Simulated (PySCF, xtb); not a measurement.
trichloroethylene cation (C2HCl3), SMILES ClC(Cl)=CCl (connectivity only; charge and spin as stated), charge +1, multiplicity 2.

The structure is a stationary point at B3LYP-D3(BJ)/def2-SVP. The multiplicity is an assumed one; other spin states were not compared.

Computed with IEF-PCM-M06-2X/def2-SVP in PySCF 2.14.0.

The values are the electrostatic part of the solvation free energy, E(continuum) − E(gas) at the gas-phase geometry, in a cavity of scaled van der Waals radii (PySCF's table); cavitation and dispersion terms are not included.

```
solvent                ε  ΔG(elec) (kcal/mol)
-----------------  -----  -------------------
water              78.36                -56.2
dimethylsulfoxide  46.83           (withheld)
2-propanol         19.26                -53.9
```

Problem. Fill in the missing entries. (Estimate from the structure and the level; the computed values follow.)

Solution. 
- dimethylsulfoxide, ΔG(elec) (kcal/mol): -55.7

For comparison, GFN2-xTB/ALPB(water) (xtb, at the GFN2-xTB geometry, all terms of that model) gives -54.1 kcal/mol.
